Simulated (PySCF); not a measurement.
# Electric field gradients and quadrupole coupling constants

Compound: C4H3OS2 (charge -1).
Numbering: `[O-:1][c:2]1[s:3][cH:4][cH:5][c:6]1[SH:7]` (hydrogens: H8 on C4; H9 on C5; H10 on S7)

Structure used (GFN2-xTB), in Å, numbered top down from 1:
```
atom  x, y, z in Å
O1     1.545    1.809    0.345
C2     0.580    1.053    0.191
S3    -1.155    1.635    0.241
C4    -1.764    0.024   -0.050
C5    -0.763   -0.879   -0.172
C6     0.514   -0.310   -0.039
S7     2.059   -1.198   -0.145
H8    -2.824   -0.127   -0.105
H9    -0.917   -1.932   -0.353
H10    2.735   -0.070    0.065
```

Field gradients from the PBE0/pcSseg-1 density (PySCF, non-relativistic), principal values in atomic units, ordered |Vxx| ≤ |Vyy| ≤ |Vzz|:

```json
{"atom": "O1", "Vxx": "-0.1194", "Vyy": "-0.9777", "Vzz": "1.0971"}
{"atom": "S3", "Vxx": "-0.0087", "Vyy": "-1.7731", "Vzz": "1.7818"}
{"atom": "S7", "Vxx": "0.4476", "Vyy": "2.1339", "Vzz": "-2.5815"}
```

Q: Find the asymmetry η = (Vxx − Vyy)/Vzz and the couplings χ = eQV/h (234.96 MHz × Q in barn × V in au), with Q(17O) = −0.0256 b, Q(33S) = −0.0678 b.

A: 
```json
{"atom": "O1", "environment": "aryloxide oxygen", "nucleus": "17O", "η": "0.78", "χzz (MHz)": "-6.60", "χxx (MHz)": "0.72", "χyy (MHz)": "5.88"}
{"atom": "S3", "environment": "thiophene-type sulfur", "nucleus": "33S", "η": "0.99", "χzz (MHz)": "-28.38", "χxx (MHz)": "0.14", "χyy (MHz)": "28.25"}
{"atom": "S7", "environment": "thiol sulfur", "nucleus": "33S", "η": "0.65", "χzz (MHz)": "41.13", "χxx (MHz)": "-7.13", "χyy (MHz)": "-33.99"}
```

At S3 η is above 0.9: Vyy and Vzz are nearly equal in size and opposite in sign, so a small change could swap them and flip the sign of χzz. The tensor is traceless: Vxx + Vyy + Vzz = 0.

Q: What is Vzz at S3 in SI units (1 au = 9.71736 × 10²¹ V/m²)?

A: 1.7818 au = 17.314 × 10²¹ V/m².

Q: What couplings would deuterons (Q(2H) = 0.00286 b) have in place of the hydrogens, at this geometry?

A: 
```tsv
atom	bonded to	bond length (Å)	Vzz (au)	η	χzz (kHz)
H8	C4	1.072	0.3601	0.12	242
H9	C5	1.079	0.3410	0.07	229
H10	S7	1.332	0.2390	0.15	161
```

The structure is a single GFN2-xTB conformer in the gas phase; no vibrational or solvent corrections. The pcSseg-1 basis has no diffuse functions, a weakness for an anion. GFN2-xTB bond lengths can be off by several hundredths of an ångström, more for odd bonds, and the gradients follow them. The small basis limits the accuracy of the gradients.
